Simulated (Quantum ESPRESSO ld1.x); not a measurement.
Results of a calculation; reference values are marked as such.
Task: All-electron atom: Ti7+ in [Ne] 3s2 3p3. Level of theory: scalar-relativistic Kohn-Sham, LDA (Slater exchange, Perdew-Zunger correlation), spin-polarised, spherical densities, point nucleus; open shells are filled with parallel spins first (ld1.x of Quantum ESPRESSO 7.5). Some entries of the table are withheld. Estimate them.

| orbital | occ. | eigenvalue (eV) | <r> (bohr) | <1/r> (bohr^-1) |
|---|---|---|---|---|
| 1s up | 1 | -4999.41 | 0.06973 | 21.76 |
| 1s down | 1 | -4997.86 | 0.06972 | 21.76 |
| 2s up | 1 | -674.135 | (1) | 4.551 |
| 2s down | 1 | -672.566 | (2) | 4.554 |
| 2p up | 3 | -583.552 | 0.2888 | 4.464 |
| 2p down | 3 | -581.633 | 0.2885 | 4.465 |
| 3s up | 1 | (3) | 0.9145 | 1.553 |
| 3s down | 1 | (4) | 0.9203 | 1.543 |
| 3p up | 3 | -157.382 | 0.9353 | 1.467 |
| 3p down | 0 | -151.423 | 0.9437 | 1.455 |

Result: 
(1) 2s up <r> (bohr): 0.3247
(2) 2s down <r> (bohr): 0.3243
(3) 3s up eigenvalue (eV): -182.625
(4) 3s down eigenvalue (eV): -176.527
